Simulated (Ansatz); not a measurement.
Consider the redistribution: `C[Si](O)(Cl)Br` + `OBC[SiH3]` → `O[Si]([SiH3])(Cl)Br` + `CCBO`.

Computed with Ansatz on PBE0-D4/def2-TZVP structures; ΔE is electronic, products minus reactants. CBS: MP2 limit from def2 TZ/QZ plus the TZ coupled-cluster correction, frozen cores. Functionals use def2-TZVPP. B3LYP here is the variant with VWN-RPA as its local correlation; programs differ in this. HSE06 is defined as in plane-wave codes. For Br outer-core shells are correlated without core-valence functions, which leaves a few kJ/mol of doubt a bond. Scalar relativity is left out up to krypton. Each species was taken in one conformer, which may not be the lowest.

| level | ΔE (kJ/mol) | difference from CCSD(T)/CBS |
| --- | --- | --- |
| LDA (SPW92) | 71.8 | -7.7 |
| revPBE-D4 | 68.2 | -11.3 |
| r2SCAN-D4 | 81.3 | 1.8 |
| B3LYP-D4 | 74.4 | -5.1 |
| r2SCANh-D4 | 81.8 | 2.3 |
| HSE06-D4 | 72.2 | -7.3 |
| B2PLYP | 79.2 | -0.3 |
| PBE-QIDH | 80.8 | 1.3 |
| PBE | 66.6 | -12.9 |
| B3LYP | 73.6 | -5.9 |
| r2SCANh | 81.8 | 2.3 |
| BHLYP | 79.0 | -0.5 |
| LC-ωPBE | 79.0 | -0.5 |
| HF/def2-SVP | 75.7 | -3.8 |
| HF/def2-TZVPP | 80.0 | 0.5 |
| HF/def2-QZVPP | 80.4 | 0.9 |
| CCSD(T)/CBS | 79.5 | 0 |

Largest T1 diagnostic among the species: 0.012.

At CCSD(T), def2-SVP lies −9.9 kJ/mol from the extrapolated value and def2-TZVPP +0.5 kJ/mol. From BLYP to BHLYP (50 % exact exchange), in def2-TZVPP and without D4, ΔE moves by +10.2 kJ/mol.
